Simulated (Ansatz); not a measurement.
A single point on Cl₂F₂H₃NSi₂ (`F[SiH2]N[Si](F)(Cl)Cl`).

```yaml
crystal:
  periodic: [false, false, false]
  atoms:
    - {symbol: F, position_ang: [2.121747, -0.621644, -1.302959]}
    - {symbol: Si, position_ang: [1.069712, -1.162522, -0.232488]}
    - {symbol: N, position_ang: [0.253800, 0.133925, 0.554901]}
    - {symbol: Si, position_ang: [-1.154876, 0.968520, 0.120771]}
    - {symbol: F, position_ang: [-2.426070, 0.436516, 0.896698]}
    - {symbol: Cl, position_ang: [-0.985945, 2.930657, 0.597039]}
    - {symbol: Cl, position_ang: [-1.520640, 0.712720, -1.852116]}
    - {symbol: H, position_ang: [1.839006, -1.899029, 0.792454]}
    - {symbol: H, position_ang: [0.088605, -1.992578, -0.955638]}
    - {symbol: H, position_ang: [0.714659, 0.493425, 1.381338]}
basis:
  gaussian: {orbitals: def2-QZVPP}
correlation: {method: mp2}
```

```sh
$ ansatz run in.yaml --threads 2 --pin off --events-out ev --progress --plain --max-ram 31744MiB --backend cuda --devices 0, --max-vram 18GiB
```

Output, abridged:

```
Functional definition: HF
3240 factors; integrals over basis functions are off by at most 8.8e-4 eV
mean field evaluation 1: about -47682.7871 eV, gradient 5.0e1 eV
mean field evaluation 2: about -47683.0067 eV, gradient 5.0e1 eV
mean field evaluation 4: about -47687.6032 eV, gradient 3.3e0 eV
mean field evaluation 8: about -47687.6543 eV, gradient 2.7e-1 eV
mean field -47687.65457220 eV, -1752.4889816750 hartree, gradient 2.7e-6 eV, S^2 0.000000; 0 other end points of the search recorded, 0 dependent functions left out
23 core orbitals not correlated: weight in the atoms' cores, before any rotation towards them, 1.000 or more for the frozen orbitals, at most 0.000 for the correlated occupied ones
reference -47687.65457220 eV, -1752.4889816750 hartree; 22, 22 occupied and 496, 496 virtual orbitals, 3240 factors
second order -39.04445673 eV of doubles, -0.00000000 eV of singles
Total energy: -47726.69902892 eV, -1753.9238389945 hartree
```

Run time 5.5 s (2 threads of an AMD EPYC 7R13 on a shared host and a share of an NVIDIA H100 80 GB); peak host memory 1.1 GiB.
